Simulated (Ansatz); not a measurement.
Method: frozen-core CCSD(T)/cc-pVDZ // PBE-D3(BJ)/def2-SVP (Ansatz, a program for electronic structure). The restricted HF reference is unstable towards unrestricted orbitals.

Ansatz 0.2 input:
```yaml
crystal:
  periodic: [false, false, false]
  atoms:
    - { symbol: B, position_ang: [3.643315, 0.314263, -0.433323] }
    - { symbol: C, position_ang: [2.110946, 0.108002, -0.24594] }
    - { symbol: C, position_ang: [1.542928, -1.1981, -0.095097] }
    - { symbol: C, position_ang: [0.166796, -1.404487, 0.074052] }
    - { symbol: B, position_ang: [-0.352664, -2.856192, 0.227712] }
    - { symbol: C, position_ang: [-0.662319, -0.220166, 0.089598] }
    - { symbol: C, position_ang: [-2.075198, -0.24368, 0.251563] }
    - { symbol: C, position_ang: [-2.810371, 0.934719, 0.256948] }
    - { symbol: C, position_ang: [-2.173129, 2.196784, 0.100753] }
    - { symbol: C, position_ang: [-0.800677, 2.261679, -0.0594] }
    - { symbol: C, position_ang: [-0.012987, 1.067189, -0.069353] }
    - { symbol: N, position_ang: [1.327557, 1.20782, -0.230515] }
    - { symbol: H, position_ang: [4.382038, -0.653719, -0.451892] }
    - { symbol: H, position_ang: [4.092286, 1.434107, -0.558806] }
    - { symbol: H, position_ang: [2.218627, -2.067668, -0.11404] }
    - { symbol: H, position_ang: [-1.528033, -3.125364, 0.379619] }
    - { symbol: H, position_ang: [0.454023, -3.765928, 0.196594] }
    - { symbol: H, position_ang: [-2.58013, -1.211896, 0.373072] }
    - { symbol: H, position_ang: [-3.903057, 0.892597, 0.383885] }
    - { symbol: H, position_ang: [-2.776356, 3.117057, 0.108131] }
    - { symbol: H, position_ang: [-0.263594, 3.212986, -0.183562] }
basis:
  gaussian: { orbitals: cc-pVDZ }
correlation:
  method: ccsd_t
```

Output:

```
Functional definition: HF
1977 factors; integrals over basis functions are off by at most 1.1e-3 eV
mean field evaluation 1: about -12236.0129 eV, gradient 3.8e1 eV
mean field evaluation 2: about -12236.5654 eV, gradient 3.8e1 eV
mean field evaluation 4: about -12241.6985 eV, gradient 5.8e0 eV
mean field evaluation 8: about -12241.7932 eV, gradient 4.1e-1 eV
mean field evaluation 16: about -12241.7955 eV, gradient 2.8e-6 eV
mean field evaluation 32: about -12233.4302 eV, gradient 1.1e1 eV
mean field -12241.79552130 eV, -449.8776876208 hartree, gradient 2.8e-6 eV, S^2 0.000000; 0 other end points of the search recorded, 0 dependent functions left out; unrestricted orbitals would lower it
12 core orbitals not correlated
reference -12241.79552130 eV, -449.8776876208 hartree; 28, 28 occupied and 173, 173 virtual orbitals, 1977 factors
second order -40.36733359 eV of doubles, -0.00000000 eV of singles
cycle   1  -40.49937987 eV  change   -1.3e-1 eV  update   1.7e-1
cycle   2  -41.79513805 eV  change    -1.3e0 eV  update   5.7e-2
cycle   3  -42.09836320 eV  change   -3.0e-1 eV  update   2.4e-2
cycle   4  -42.10229226 eV  change   -3.9e-3 eV  update   7.6e-3
cycle   5  -42.10396070 eV  change   -1.7e-3 eV  update   3.6e-3
cycle   6  -42.10568246 eV  change   -1.7e-3 eV  update   1.2e-3
cycle   7  -42.10558930 eV  change    9.3e-5 eV  update   4.5e-4
cycle   8  -42.10550756 eV  change    8.2e-5 eV  update   2.0e-4
cycle   9  -42.10557254 eV  change   -6.5e-5 eV  update   8.2e-5
cycle  10  -42.10557512 eV  change   -2.6e-6 eV  update   4.1e-5
perturbative correction -2.00837134 eV, -0.0738062853 hartree
Total energy: -12285.90946776 eV, -451.4988452515 hartree
```

Cost: very roughly 14 core-minutes.
